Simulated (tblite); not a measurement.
Compound: C₇H₁₃OP.
Structure used (GFN2-xTB), in Å, numbered top down from 1:
```xyz
22
C7H13OP angstrom
C     -2.8681   -1.3728    0.5549
P     -1.4571   -0.4487    0.3626
C     -1.8845    1.3156    0.2314
C     -0.6056   -0.8612   -1.2122
C      0.7738   -0.2962   -1.0776
C      1.1782   -0.0317    0.1641
O      2.3629    0.4903    0.5815
C      3.3150    0.8078   -0.4044
C      0.2139   -0.3392    1.2690
H     -3.4591   -1.0344    1.4023
H     -2.6511   -2.4363    0.6148
H     -2.2311    1.6728    1.2000
H     -2.6923    1.4086   -0.4926
H     -1.0181    1.8942   -0.0842
H     -1.1617   -0.4449   -2.0571
H     -0.5995   -1.9506   -1.3307
H      1.3691   -0.1386   -1.9616
H      4.1841    1.1887    0.1290
H      2.9372    1.5752   -1.0876
H      3.5996   -0.0769   -0.9822
H      0.2473    0.4103    2.0611
H      0.4367   -1.3124    1.7177
```

All values are computed: GFN2-xTB (tblite) harmonic vibrations without scaling, gas phase. The method is semi-empirical: single wavenumbers can be off by several per cent or more. One conformer, not necessarily the lowest.

Harmonic wavenumbers (cm⁻¹): 51.5, 129.3, 139.2, 157.2, 192.5, 217.4, 235.6, 243.2, 263.5, 289.0, 360.0, 367.4, 462.7, 480.7, 602.1, 645.0, 696.1, 725.8, 737.3, 748.8, 763.7, 784.1, 841.2, 853.9, 885.4, 929.7, 1012.0, 1031.4, 1035.9, 1067.6, 1078.0, 1123.5, 1147.3, 1154.5, 1199.0, 1223.0, 1281.3, 1297.4, 1392.5, 1399.7, 1414.5, 1423.3, 1430.2, 1432.4, 1465.8, 1484.3, 1706.3, 2900.8, 2927.0, 2932.0, 2939.7, 2949.1, 2972.3, 2973.7, 2989.6, 2996.8, 3002.9, 3010.7, 3028.1, 3106.8.

A = 3161, B = 807.2, C = 777.2 MHz; mass 144.070 u (most abundant isotopes); point group C1, symmetry number 1.

Zero-point energy?

Half the sum of the wavenumbers: 39166 cm⁻¹ = 111.98 kcal/mol.

Entropy at 200 K, 1 bar (ideal gas, RRHO, classical rotation)?

Translation 38.85, rotation 28.28, vibration 19.51: S = 86.6 cal/(mol K).

And Cp and H(200 K) − H(0)?

Cp = 32.40 cal/(mol K), of which vibrations give 24.45 (their classical limit is 60 R = 119.2); H(200 K) − H(0) = 3.90 kcal/mol without the zero-point energy, 2.31 from vibrations.

Blend soft modes into free rotors: weight 1/[1 + (100 cm⁻¹/ν̃)⁴] for the oscillator and the rest for a rotor with moment μB/(μ + B), μ = h/(8π²ν), B = 10⁻⁴⁴ kg m². What vibrational entropy results?

18.85 cal/(mol K) in place of 19.51, which changes −T·S at 200 K by +0.13 kcal/mol.

Which modes carry the vibrational entropy at 200 K?

51.5 cm⁻¹: 3.97; 129.3 cm⁻¹: 2.20; 139.2 cm⁻¹: 2.07; 157.2 cm⁻¹: 1.85; 192.5 cm⁻¹: 1.49; 217.4 cm⁻¹: 1.29 cal/(mol K); the other 54 give 6.65 together.

What must be added to the electronic energy to get the Gibbs energy at 200 K and 1 bar?

ZPE + [H(200 K) − H(0)] − T·S = 111.98 + 3.90 − 17.33 = 98.55 kcal/mol.

Hindered rotation and anharmonicity are outside this model. Other conformers, if any are populated, would add a mixing term that is left out. The structure is chiral; the term R ln 2 for an equal mix with its mirror image is left out.
